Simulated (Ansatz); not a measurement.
Cost and result for the atomization energy of C$_{3}$H$_{9}$BS (`CBSCC`) (14 atoms, 13 bonds).

Cartesian coordinates in Å:
```
C -0.7176 0.2513 2.8238
B 0.0247 -0.1296 1.5049
S -0.6115 0.3951 -0.0589
C 0.5610 -0.2694 -1.2849
C 0.1330 0.1185 -2.6848
H -1.6255 0.8415 2.6865
H -0.0395 0.8083 3.4806
H -0.9767 -0.6584 3.3776
H 1.0326 -0.7789 1.5164
H 0.5911 -1.3532 -1.1691
H 1.5505 0.1253 -1.0527
H -0.8592 -0.2738 -2.9181
H 0.1005 1.2039 -2.8020
H 0.8365 -0.2808 -3.4193
```

The species carries charge 0 and has multiplicity 1. All single points use the PBE0-D4/def2-TZVP geometry. It is one conformer, not always the lowest. Program: Ansatz. All runs use 4 threads of an Arm Neoverse V1 on a shared host. Times are those of one run each, without the atoms' runs, and a repeat can differ threefold. Electronic energies, without spin–orbit coupling; frozen cores. CCSD(T)/CBS adds CCSD(T) − MP2 in def2-TZVPP to the MP2 limit, and its time is that of the two runs behind it. T1 = 0.012. B3LYP takes the VWN-RPA correlation (the form of Gaussian; ORCA's B3LYP/G).

CCSD(T)/CBS is a level of theory with its own doubt, some kJ/mol a heavy atom from the limit and from the frozen cores, so smaller differences don't rank the functionals.

| level | functions | wall time | atomization (kcal/mol) | difference from CCSD(T)/CBS | per bond |
| --- | --- | --- | --- | --- | --- |
| PBE-D4/def2-TZVPP (with forces) | 292 | 3.4 s | 1293.2 | 24.9 | 1.9 |
| PBE0-D4/def2-TZVPP | 292 | 4.2 s | 1280.3 | 12.0 | 0.9 |
| r2SCAN-D4/def2-TZVPP (with forces) | 292 | 7 s | 1278.0 | 9.7 | 0.7 |
| B3LYP-D4/def2-TZVPP (with forces) | 292 | 7 s | 1273.2 | 4.9 | 0.4 |
| B2PLYP/def2-TZVPP | 292 | 8 s | 1259.4 | -8.9 | -0.7 |
| ωB97X-V/def2-TZVPP | 292 | 11 s | 1273.6 | 5.3 | 0.4 |
| ωB97M-V/def2-TZVPP (with forces) | 292 | 16 s | 1276.4 | 8.1 | 0.6 |
| MP2/def2-QZVPP | 568 | 37 s | 1269.3 | 1.0 | 0.1 |
| CCSD(T)/def2-TZVPP | 292 | 5.7 min | 1241.4 | -26.9 | -2.1 |
| CCSD(T)/CBS(def2) | – | 6.4 min | 1268.3 | 0.0 | 0.0 |

From PBE to PBE0 (25 % exact exchange), in def2-TZVPP and without D4, the atomization energy moves by −11.9 kcal/mol: exact exchange takes away binding that semilocal exchange gives to molecules. In def2-TZVPP, CCSD(T) changes the Hartree–Fock value by +271.4 kcal/mol (the triples alone add +15.2 kcal/mol) and MP2 by +283.5 kcal/mol; breaking electron pairs costs correlation energy, which Hartree–Fock lacks. The D4 term adds +9.9 kcal/mol with B3LYP and +5.2 kcal/mol with PBE0; it sums over pairs of atoms, weighted by their polarisabilities, and B3LYP, whose exchange is more repulsive, gets the larger term.
